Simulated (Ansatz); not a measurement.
Reaction (redistribution): `NB(N)Cl` + `OBOCF` → `NB(O)Cl` + `NBOCF`

Calculated with Ansatz (gas phase, PBE0-D4/def2-TZVP geometries, no zero-point term in ΔE). CCSD(T)/CBS adds triple-zeta CCSD(T) − MP2 to the extrapolated MP2 energy (def2 sets, frozen cores). DFT in def2-TZVPP. B3LYP here is the variant with VWN-RPA as its local correlation; programs differ in this. One conformer a species, not always the lowest.

(1) Is it downhill or uphill in electronic energy at CCSD(T)/CBS, and by how much? (Estimate.)

(2) What do these levels give: r2SCAN-D4, B3LYP-D4, PBE0, HF/def2-QZVPP, MP2/def2-QZVPP, MP2/CBS(def2)? (Estimate.)

Largest T1 diagnostic among the species: 0.013.

Answers

(1) Computed: Downhill: ΔE = -2.3 kcal/mol.

(2) Ansatz gave: r2SCAN-D4 -2.9, B3LYP-D4 -2.7, PBE0 -2.8, HF/def2-QZVPP -2.1, MP2/def2-QZVPP -2.2, MP2/CBS(def2) -2.2 kcal/mol.
